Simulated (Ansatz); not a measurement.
Reaction (redistribution): `O=C=NB(F)Cl` + `[OH][Hf]([OH])([OH])[F]` → `FB(F)Cl` + `O=C=[N][Hf]([OH])([OH])[OH]`

Computed with Ansatz on PBE0-D4/def2-TZVP structures; ΔE is electronic, products minus reactants. CBS: MP2 limit from def2 TZ/QZ plus the TZ coupled-cluster correction, frozen cores. DFT in def2-TZVPP. def2 core potentials past Kr. For Hf outer-core shells are correlated without core-valence functions, which leaves a few kJ/mol of doubt a bond. One conformer a species, not always the lowest.

`O=C=NB(F)Cl`:

Cartesian coordinates in Å:
```
O -0.684 1.558 1.975
C -0.221 1.012 1.067
N 0.326 0.513 0.118
B 0.294 -0.580 -0.773
F 1.203 -0.661 -1.719
Cl -0.917 -1.841 -0.669
```

`[OH][Hf]([OH])([OH])[F]`:

```xyz
8

O     1.519   -0.514   -0.904
Hf    0.166    0.150    0.292
O    -0.887    1.509   -0.570
O    -0.956   -1.286    0.905
F     1.037    0.934    1.817
H     2.066   -0.626   -1.673
H    -1.633    1.992   -0.908
H    -1.312   -2.157    1.041
```

`FB(F)Cl`:

Z-matrix (Å, degrees):
```
B
F 1 1.310
Cl 1 1.740 2 120.5
F 1 1.310 2 119.0 3 180.0
```

`O=C=[N][Hf]([OH])([OH])[OH]`:

Cartesian coordinates in Å:
```
O 0.871 1.858 -3.372
C 0.613 1.308 -2.374
N 0.349 0.744 -1.351
Hf -0.106 -0.227 0.411
O -1.116 0.966 1.526
O -1.141 -1.791 0.001
O 1.533 -0.722 1.280
H -1.837 1.329 2.029
H -1.393 -2.705 -0.077
H 2.228 -0.762 1.927
```

CCSD(T)/CBS gives -3.4 kJ/mol.

(1) Another level gave -6.9 kJ/mol. Which?
A. r2SCAN-D4/def2-TZVPP
B. HF/def2-TZVPP
C. BLYP-D4/def2-TZVPP
D. SCS-MP2/def2-TZVPP

Largest T1 diagnostic among the species: 0.016.

Results:

(1) D. SCS-MP2/def2-TZVPP -6.9, r2SCAN-D4 4.6, BLYP-D4 9.5, HF/def2-TZVPP -14.0 kJ/mol.

From PBE to PBE0 (25 % exact exchange), in def2-TZVPP and without D4, ΔE moves by −6.3 kJ/mol. In def2-TZVPP, CCSD(T) changes the Hartree–Fock value by +5.8 kJ/mol (the triples alone add +1.1 kJ/mol) and MP2 by +7.3 kJ/mol.
